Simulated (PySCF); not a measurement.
# Stretching CsSn

Set-up: Cs def2-SVP with ECP46, Sn def2-SVP with ECP28; scalar-relativistic core potentials (PySCF 2.14). Energies in eV from Cs + Sn in their ground configurations at the same level. State: ⁴Σ⁻ (quartet), unpaired electrons σ ↑, π ↑↑.

All columns are PBE0. A positive dipole means Cs(−)Sn(+).

```csv
R (Å),E (eV),μ (D),Mulliken charge on Cs (basis-dependent),HOMO (eV),LUMO (eV),Mayer bond order,⟨S²⟩
3.091,-1.082,-8.87,0.51,-3.70,-1.25,0.88,3.75
3.235,-1.278,-9.46,0.52,-3.74,-1.31,0.85,3.75
3.378,-1.384,-10.01,0.53,-3.64,-1.37,0.83,3.75
3.486,-1.420,-10.40,0.53,-3.57,-1.40,0.82,3.75
3.594,-1.429,-10.77,0.53,-3.51,-1.44,0.80,3.75
3.702,-1.417,-11.13,0.54,-3.45,-1.48,0.79,3.75
3.846,-1.379,-11.57,0.54,-3.38,-1.54,0.78,3.75
4.025,-1.307,-12.06,0.54,-3.31,-1.61,0.77,3.75
4.241,-1.200,-12.56,0.53,-3.24,-1.69,0.75,3.75
4.528,-1.048,-13.03,0.51,-3.18,-1.79,0.73,3.75
```

A fit through these points gives, at Re = 3.583 Å, μ = -10.74 D and dμ/dR = -3.38 D/Å; the reduced mass is 63.03 u.

Q: How strong is the fundamental in the double-harmonic approximation, I = 42.26·(dμ/dR)²/μred km/mol?

A: I = 42.26·(-3.38)²/63.03 = 7.66 km/mol at PBE0.

Spin–orbit coupling is left out, which matters for elements this heavy, above all for dissociation energies. The state was picked by a PBE0 search and need not be the measured ground state.
